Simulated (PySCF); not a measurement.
## Radial density of Mg(2+) (magnesium, charge +2)

UHF, [Ne], closed-shell 1S. All numbers are calculated (PySCF 2.14, the non-relativistic Hamiltonian (point nucleus), in aug-cc-pVDZ).

```json
{"r (bohr)": "0.00208", "4πr²ρ (e/bohr)": "0.05637"}
{"r (bohr)": "0.00350", "4πr²ρ (e/bohr)": "0.1547"}
{"r (bohr)": "0.00589", "4πr²ρ (e/bohr)": "0.4122"}
{"r (bohr)": "0.00990", "4πr²ρ (e/bohr)": "1.061"}
{"r (bohr)": "0.0167", "4πr²ρ (e/bohr)": "2.551"}
{"r (bohr)": "0.0280", "4πr²ρ (e/bohr)": "5.510"}
{"r (bohr)": "0.0471", "4πr²ρ (e/bohr)": "9.904"}
{"r (bohr)": "0.0793", "4πr²ρ (e/bohr)": "13.22"}
{"r (bohr)": "0.133", "4πr²ρ (e/bohr)": "11.28"}
{"r (bohr)": "0.224", "4πr²ρ (e/bohr)": "7.416"}
{"r (bohr)": "0.377", "4πr²ρ (e/bohr)": "9.816"}
{"r (bohr)": "0.634", "4πr²ρ (e/bohr)": "10.09"}
{"r (bohr)": "1.07", "4πr²ρ (e/bohr)": "3.516"}
{"r (bohr)": "1.79", "4πr²ρ (e/bohr)": "0.2682"}
{"r (bohr)": "3.02", "4πr²ρ (e/bohr)": "0.001257"}
```
